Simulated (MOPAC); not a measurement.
Input for MOPAC: AM1 on GaH5N2O (SMILES [NH2][Ga]([NH2])[OH]), a point of a torsion scan.

```
AM1 1SCF PRECISE CHARGE=0 THREADS=1
GaH5N2O

N      1.18951238 1    -1.21236141 1     0.27064075 1
Ga     0.80375188 1     0.39987562 1    -0.57945516 1
N      0.28316077 1     1.87952427 1     0.36386044 1
O      0.75484938 1     0.66195732 1    -2.30269956 1
H      2.10847608 1    -1.59169199 1     0.05751539 1
H      0.52065218 1    -1.95374686 1     0.07878311 1
H      0.63145033 1     1.96784423 1     1.31138240 1
H      0.39321226 1     2.76486464 1    -0.11879687 1
H      0.86849948 1     0.05718767 1    -3.03125935 1
```

Program output:

```
*******************************************************************************
 **                                                                           **
 **                              MOPAC v23.2.5                                **
 **                                                                           **
 *******************************************************************************
 ** MOPAC's Digital Object Identifier: https://doi.org/10.5281/zenodo.6511958 **
 **                                                                           **
 ** Please cite the open-source release paper for use of this MOPAC version:  **
 ** J. E. Moussa and J. J. P. Stewart (2026)                                  **
 ** MOPAC: An open-source semiempirical molecular orbital program             **
 ** J. Open Source Softw., 11(119), 8025, https://doi.org/10.21105/joss.08025 **
 *******************************************************************************

                              AM1 CALCULATION RESULTS

 *******************************************************************************
 *  AM1        - The AM1 Hamiltonian to be used
 *
 *
 *
 *                 CHARGE ON SYSTEM = 0
 *
 *
 *
 *  PRECISE    - TIGHTER CRITERIA TO BE USED
 *  1SCF       - DO 1 SCF AND THEN STOP
 *  THREADS=1  - MULTI-THREADING NOT USED
 *  T=         - A TIME OF 172800.0 SECONDS REQUESTED
 *  DUMP=N     - RESTART FILE WRITTEN EVERY 7200.0 SECONDS REQUESTED
 *******************************************************************************
AM1 1SCF PRECISE CHARGE=0 THREADS=1
 GaH5N2O

   ATOM   CHEMICAL          X               Y               Z
  NUMBER   SYMBOL      (ANGSTROMS)     (ANGSTROMS)     (ANGSTROMS)

     1       N          1.18951238  *  -1.21236141  *   0.27064075  *
     2      Ga          0.80375188  *   0.39987562  *  -0.57945516  *
     3       N          0.28316077  *   1.87952427  *   0.36386044  *
     4       O          0.75484938  *   0.66195732  *  -2.30269956  *
     5       H          2.10847608  *  -1.59169199  *   0.05751539  *
     6       H          0.52065218  *  -1.95374686  *   0.07878311  *
     7       H          0.63145033  *   1.96784423  *   1.31138240  *
     8       H          0.39321226  *   2.76486464  *  -0.11879687  *
     9       H          0.86849948  *   0.05718767  *  -3.03125935  *



          CARTESIAN COORDINATES

    NO.       ATOM           X           Y           Z

     1         N          1.1895     -1.2124      0.2706
     2        Ga          0.8038      0.3999     -0.5795
     3         N          0.2832      1.8795      0.3639
     4         O          0.7548      0.6620     -2.3027
     5         H          2.1085     -1.5917      0.0575
     6         H          0.5207     -1.9537      0.0788
     7         H          0.6315      1.9678      1.3114
     8         H          0.3932      2.7649     -0.1188
     9         H          0.8685      0.0572     -3.0313

  H: (AM1): M.J.S. DEWAR ET AL, J. AM. CHEM. SOC. 107 3902-3909 (1985)
  N: (AM1): M.J.S. DEWAR ET AL, J. AM. CHEM. SOC. 107 3902-3909 (1985)
  O: (AM1): M.J.S. DEWAR ET AL, J. AM. CHEM. SOC. 107 3902-3909 (1985)
 Ga: (AM1): J. J. P. STEWART, J. MOL. MOD., 10, 155-164 (2004)

           Empirical Formula: H5 N2 O Ga  =     9 atoms



      MOLECULAR POINT GROUP   :   C1


      RHF CALCULATION, NO. OF DOUBLY OCCUPIED LEVELS = 12


 -------------------------------------------------------------------------------
 AM1 1SCF PRECISE CHARGE=0 THREADS=1
 GaH5N2O



     1SCF WAS SPECIFIED, SO BFGS WAS NOT USED
     SCF FIELD WAS ACHIEVED


                              AM1 CALCULATION
                                                       MOPAC v23.2.5 Linux




          FINAL HEAT OF FORMATION =         12.08838 KCAL/MOL =      50.57778 KJ/MOL


          COSMO AREA              =        109.80 SQUARE ANGSTROMS
          COSMO VOLUME            =         90.65 CUBIC ANGSTROMS

          IONIZATION POTENTIAL    =          9.530939 EV
          HOMO LUMO ENERGIES (EV) =         -9.531 -1.572
          NO. OF FILLED LEVELS    =         12
          MOLECULAR WEIGHT        =        118.7873         POINT GROUP:  C1

          MOLECULAR DIMENSIONS (Angstroms)

            Atom       Atom       Distance
            H     9    H     7     4.75030
            H     8    H     6     4.39882
            N     3    H     5     1.71042


          SCF CALCULATIONS        =          1





   ATOM   CHEMICAL          X               Y               Z
  NUMBER   SYMBOL      (ANGSTROMS)     (ANGSTROMS)     (ANGSTROMS)

     1       N          1.18951238  *  -1.21236141  *   0.27064075  *
     2      Ga          0.80375188  *   0.39987562  *  -0.57945516  *
     3       N          0.28316077  *   1.87952427  *   0.36386044  *
     4       O          0.75484938  *   0.66195732  *  -2.30269956  *
     5       H          2.10847608  *  -1.59169199  *   0.05751539  *
     6       H          0.52065218  *  -1.95374686  *   0.07878311  *
     7       H          0.63145033  *   1.96784423  *   1.31138240  *
     8       H          0.39321226  *   2.76486464  *  -0.11879687  *
     9       H          0.86849948  *   0.05718767  *  -3.03125935  *

                             CARTESIAN COORDINATES

   1    N        1.189512380    -1.212361410     0.270640750
   2   Ga        0.803751880     0.399875620    -0.579455160
   3    N        0.283160770     1.879524270     0.363860440
   4    O        0.754849380     0.661957320    -2.302699560
   5    H        2.108476080    -1.591691990     0.057515390
   6    H        0.520652180    -1.953746860     0.078783110
   7    H        0.631450330     1.967844230     1.311382400
   8    H        0.393212260     2.764864640    -0.118796870
   9    H        0.868499480     0.057187670    -3.031259350


           Empirical Formula: H5 N2 O Ga  =     9 atoms



      MOLECULAR POINT GROUP   :   C1


                  EIGENVALUES
 -35.16553 -32.58732 -30.57298 -17.23723 -16.09136 -15.96022 -13.89416 -12.77020
 -12.67860 -12.13713 -10.15063  -9.53094  -1.57170   0.08053   0.32588   0.60638
   4.66095   5.34245   5.69725   6.22927   6.29369


              NET ATOMIC CHARGES AND DIPOLE CONTRIBUTIONS

  ATOM NO.   TYPE          CHARGE      No. of ELECS.   s-Pop       p-Pop
    1          N          -0.579255        5.5793     1.58820     3.99106
    2         Ga           0.749657        2.2503     0.31056     1.93978
    3          N          -0.455562        5.4556     1.58672     3.86885
    4          O          -0.574393        6.5744     1.83115     4.74324
    5          H           0.144068        0.8559     0.85593
    6          H           0.145840        0.8542     0.85416
    7          H           0.169763        0.8302     0.83024
    8          H           0.173185        0.8268     0.82681
    9          H           0.226697        0.7733     0.77330
 DIPOLE           X         Y         Z       TOTAL
 POINT-CHG.     0.494     0.371     0.482     0.783
 HYBRID         0.614    -0.468    -0.702     1.044
 SUM            1.108    -0.097    -0.220     1.134


          ATOMIC ORBITAL ELECTRON POPULATIONS

     Atom    s        px        py        pz
    1  N   1.58820   1.06615   1.23052   1.69439
    2 Ga   0.31056   0.69918   0.71592   0.52468
    3  N   1.58672   1.46727   1.25008   1.15149
    4  O   1.83115   1.70396   1.59038   1.44890
    5  H   0.85593
    6  H   0.85416
    7  H   0.83024
    8  H   0.82681
    9  H   0.77330

 **********************
 *                    *
 * JOB ENDED NORMALLY *
 *                    *
 **********************




 == MOPAC DONE ==
```

The run finished.

Cost: about 0.04 core-seconds (a rough figure).
